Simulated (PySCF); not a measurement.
MgF, SMILES [F][Mg+], charge +1. The structure is a stationary point at PBE-D3(BJ)/def2-TZVPD. The spin state was assumed, not searched.

Q: Give the equilibrium geometry at PBE-D3(BJ)/def2-TZVPD (PySCF confirms it by a frequency run) as a Z-matrix, and its point group. (The exact figures need the calculation; the answer reports its results.)

A: point group C∞v.
```
Mg
F 1 1.7200
```
Charge +1, spin multiplicity 1.
